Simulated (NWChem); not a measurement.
Program: NWChem. System: HBr, charge 1, spin multiplicity 2, at the geometry of a parent with another charge or spin, in a state set for the comparison that need not be this species' ground state. Its SCF solution wasn't tested for a lower state. Level: ROCCSD(T)/aug-cc-pVDZ, 9 core orbitals frozen.

The NWChem input:

```
start mol
memory heap 100 mb stack 700 mb global 1900 mb
charge 1
geometry units angstroms nocenter noautoz
  Br     0.000000     0.000000     0.039672
  H      0.000000     0.000000    -1.388521
  symmetry group C2v
end
basis spherical
  * library aug-cc-pvdz
end
scf
  rohf
  nopen 1
  maxiter 100
  thresh 1e-7
  semidirect memsize 60000000 filesize 0
  # guess.movecs holds the orbitals of an unrestricted PBE0 run
  vectors input guess.movecs swap 17 18 output mol.movecs
end
tce
  freeze core 9
  ccsd(t)
  2eorb
  2emet 13
  thresh 1e-6
  maxiter 100
  tilesize 24
end
task tce energy
```

NWChem printed:

```
             Northwest Computational Chemistry Package (NWChem) 7.3.0
             --------------------------------------------------------

                                NWChem Input Module
                                -------------------

 Scaling coordinates for geometry "geometry" by  1.889725989
 (inverse scale =  0.529177249)

 Turning off AUTOSYM since
 SYMMETRY directive was detected!

                             Geometry "geometry" -> ""
                             -------------------------

 Output coordinates in angstroms (scale by  1.889725989 to convert to a.u.)

  No.       Tag          Charge          X              Y              Z
 ---- ---------------- ---------- -------------- -------------- --------------
    1 Br                  35.0000     0.00000000     0.00000000     0.03967200
    2 H                    1.0000     0.00000000     0.00000000    -1.38852100

 Effective nuclear repulsion energy (a.u.)      12.9682778973

            Nuclear Dipole moment (a.u.)
            ----------------------------
        X                 Y               Z
 ---------------- ---------------- ----------------
     0.0000000000     0.0000000000    -0.0000018897

      Symmetry information
      --------------------

 Group name             C2v
 Group number             16
 Group order               4
 No. of unique centers     2

      Symmetry unique atoms

     1    2


 Summary of "ao basis" -> "" (spherical)
 ------------------------------------------------------------------------------
       Tag                 Description            Shells   Functions and Types
 ---------------- ------------------------------  ------  ---------------------
 *                        aug-cc-pvdz                 on all atoms

 Summary of "ao basis" -> "ao basis" (spherical)
 ------------------------------------------------------------------------------
       Tag                 Description            Shells   Functions and Types
 ---------------- ------------------------------  ------  ---------------------
 Br                       aug-cc-pvdz               14       36   6s5p3d
[...]
            Beta electrons :    17
           No. of orbitals :    90
            Alpha orbitals :    45
             Beta orbitals :    45
        Alpha frozen cores :     9
         Beta frozen cores :     9
     Alpha frozen virtuals :     0
      Beta frozen virtuals :     0
         Spin multiplicity : doublet
    Number of AO functions :    45
       Number of AO shells :    19
        Use of symmetry is : on
      Symmetry adaption is : on
         Schwarz screening : 0.10D-09

          Correlation Information
          -----------------------
          Calculation type : Coupled-cluster singles & doubles w/ perturbation
   Perturbative correction : (T)
            Max iterations :      100
        Residual threshold : 0.10D-05
     T(0) DIIS level shift : 0.00D+00
     L(0) DIIS level shift : 0.00D+00
     T(1) DIIS level shift : 0.00D+00
     L(1) DIIS level shift : 0.00D+00
     T(R) DIIS level shift : 0.00D+00
     T(I) DIIS level shift : 0.00D+00
   CC-T/L Amplitude update :  5-th order DIIS
                I/O scheme : Global Array Library
        L-threshold :  0.10D-05
        EOM-threshold :  0.10D-05
 no EOMCCSD initial starts read in
 TCE RESTART OPTIONS
 SLICE:      F
 D4D5:       F
 quantumc:   F
 qrotation:  F
 pwtce:      F
 qducc:      F
 nacto:                         0
 nrotv:                         0
 nrot:                          0

            Memory Information
            ------------------
          Available GA space size is     249032750 doubles
          Available MA space size is     104854020 doubles

 Maximum block size supplied by input
 Maximum block size        24 doubles

 tile_dim =     13

 -------------------------------------------------

 Global array virtual files algorithm will be used

 Parallel file system coherency ......... OK

 4-electron integrals stored in orbital form

 v2    file size   =           118234
 4-index algorithm nr.  13 is used
 imaxsize =       30
 imaxsize ichop =        0


CCSD iterations
 ---------------------------------------------------------
 Iter          Residuum       Correlation     Cpu    Wall
 ---------------------------------------------------------
    1   0.0807581756398  -0.1276027485926     0.8     0.8
    2   0.0223715611145  -0.1376685135339     0.8     0.8
    3   0.0080058963485  -0.1398655122630     0.7     0.7
    4   0.0031854368010  -0.1404971330835     0.8     0.8
    5   0.0013460462696  -0.1407177813592     0.8     0.8
    6   0.0001797626142  -0.1408603361904     0.8     0.8
    7   0.0000705405483  -0.1408565377439     0.8     0.8
    8   0.0000326918008  -0.1408564568747     0.7     0.7
    9   0.0000165489049  -0.1408565920427     0.8     0.8
   10   0.0000087282593  -0.1408566407405     0.8     0.8
   11   0.0000018883038  -0.1408567618316     0.7     0.7
   12   0.0000007494029  -0.1408568156809     0.8     0.8
 -----------------------------------------------------------------
 Iterations converged
 CCSD correlation energy / hartree =        -0.140856815680936
 CCSD total energy / hartree       =     -2572.714954246100206

 Singles contributions

 Doubles contributions
 CCSD(T)
 Using plain CCSD(T) code
             total no. of tasks         1850
 total no. of tasks / no. procs         1850
                         wl_min            1           1.0
                         wl_max       140608           7.2
        thresh for no. of tasks         1850

 CCSD[T]  correction energy / hartree =        -0.002942939903041
 CCSD[T] correlation energy / hartree =        -0.143799755583978
 CCSD[T] total energy / hartree       =     -2572.717897186003029
 CCSD(T)  correction energy / hartree =        -0.002911612617005
 CCSD(T) correlation energy / hartree =        -0.143768428297941
 CCSD(T) total energy / hartree       =     -2572.717865858717232

 Task  times  cpu:       20.3s     wall:       20.3s

 Total times  cpu:       20.3s     wall:       20.3s
```
